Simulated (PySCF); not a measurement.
# A survey of $^{29}$Si NMR shifts

How the numbers were obtained: GFN2-xTB geometry, GIAO PBE0/pcSseg-1 shieldings, in PySCF 2.14.0 with density-fitted response routines (relativity neglected, a single conformation, no solvent model, equivalent nuclei averaged).

Shieldings were converted by a linear fit to measured shifts: $^{29}$Si (scatter 8.9 ppm rms, 25.8 ppm with the 6 outliers that the fit left out vs TMS, solution or neat liquid). Occasional misses reach two or three times the rms, and more in compound classes unlike the fitted ones.

(1) Give the $^{29}$Si shifts of `C=C[SiH2][Si@H](CCl)CC#N`, `N#C[C@@H]1[C@@H](Cl)C[C@H]1[SiH2][SiH3]`, `C=C([SiH2]N)C(=O)CCC`, `C#C[Si@](Cl)([SiH2]N)C(=C)C`.

(2) Match the shifts 7.2, -1.7, -23.0, -32.9, -80.6 ppm to `C/C=N\[Si@H](C)CC(C)=O`, `CCNC(=O)C/C=C\[SiH3]`, `C[Si@H](CF)CCCl`, `CC(C)C[Si@@H](F)Cl`, `OC[C@@H](F)[SiH2]F`.

Answers

(1) 
```json
{"compound": "[CH2:1]=[CH:2][SiH2:3][Si@H:4]([CH2:5][Cl:6])[CH2:7][C:8]#[N:9]", "environment": "Si4: silicon bonded to 2 C, Si, H", "δ (ppm)": "-37.2"}
{"compound": "[CH2:1]=[CH:2][SiH2:3][Si@H:4]([CH2:5][Cl:6])[CH2:7][C:8]#[N:9]", "environment": "Si3: silicon bonded to C, Si, 2 H", "δ (ppm)": "-67.4"}
{"compound": "[N:1]#[C:2][C@@H:3]1[C@@H:4]([Cl:5])[CH2:6][C@H:7]1[SiH2:8][SiH3:9]", "environment": "Si8: silicon bonded to C, Si, 2 H", "δ (ppm)": "-56.8"}
{"compound": "[N:1]#[C:2][C@@H:3]1[C@@H:4]([Cl:5])[CH2:6][C@H:7]1[SiH2:8][SiH3:9]", "environment": "Si9: silicon bonded to Si, 3 H", "δ (ppm)": "-108.6"}
{"compound": "C=C([SiH2]N)C(=O)CCC", "environment": "silicon bonded to C, N, 2 H", "δ (ppm)": "-36.4"}
{"compound": "[CH:1]#[C:2][Si@:3]([Cl:4])([SiH2:5][NH2:6])[C:7](=[CH2:8])[CH3:9]", "environment": "Si3: silicon bonded to 2 C, Cl, Si", "δ (ppm)": "-20.6"}
{"compound": "[CH:1]#[C:2][Si@:3]([Cl:4])([SiH2:5][NH2:6])[C:7](=[CH2:8])[CH3:9]", "environment": "Si5: silicon bonded to N, Si, 2 H", "δ (ppm)": "-51.2"}
```

(2) 7.2: CC(C)C[Si@@H](F)Cl (silicon bonded to C, Cl, F, H); -1.7: OC[C@@H](F)[SiH2]F (silicon bonded to C, F, 2 H); -23.0: C[Si@H](CF)CCCl (silicon bonded to 3 C, H); -32.9: C/C=N\[Si@H](C)CC(C)=O (silicon bonded to 2 C, N, H); -80.6: CCNC(=O)C/C=C\[SiH3] (silicon bonded to C, 3 H).
